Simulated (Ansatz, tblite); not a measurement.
Cost and result up the ladder for `CC[SiH](C)C[SiH](C)C[SiH](C)C` (35 atoms). Total charge 0; singlet. Geometry: PBE-D4/def2-SVP.

Ansatz on 4 threads of Arm Neoverse V2 on a shared host; xTB runs through tblite on one thread. Times are rough, summed over both states, and most runs start from the orbitals of an earlier one. PBE0-D4/def2-SVP serves as the yardstick here, not as an exact answer. The other state is a triplet.

The xTB rows come from tblite. HOMO above LUMO, or a gap near zero within one spin, warns that the state may not be the lowest or that an electron is smeared out.

xTB has no spin-polarisation term.

```csv
level,functions,wall time,vertical triplet (eV),difference from PBE0-D4/def2-SVP (eV),remarks
GFN2-xTB,83,0.064 s,5.88,-1.78,–
GFN1-xTB,107,0.07 s,6.20,-1.45,–
PBE-D4/def2-SVP,286,37 s,6.94,-0.71,"HOMO above zero (triplet), gap within one spin near zero (triplet)"
PBE0-D4/def2-SVP,286,69 s,7.65,0.00,–
```
